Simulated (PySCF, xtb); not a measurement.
H3NS3W, SMILES [NH2][W](=[S])(=[S])[SH], multiplicity 1. Other conformers were not sampled.

Harmonic wavenumbers (cm⁻¹) from xtb with GFN2-xTB at its own minimum, in rising order: 107, 119, 126, 138, 145, 205, 285, 313, 471, 490, 503, 523, 544, 581, 1444, 2328, 3260, 3281.

Task: What does PBE-D3(BJ)/def2-SVP (PySCF 2.14.0) give at its own minimum? (Estimate from the structure and the level; the computed values follow.)

Result: 121, 130, 154, 169, 190, 258, 346, 373, 483, 522, 525, 598, 633, 692, 1444, 2584, 3460, 3563. Paired by order, the mean absolute difference is 77 cm⁻¹ and the zero-point energies are 21.2 and 23.2 kcal/mol.
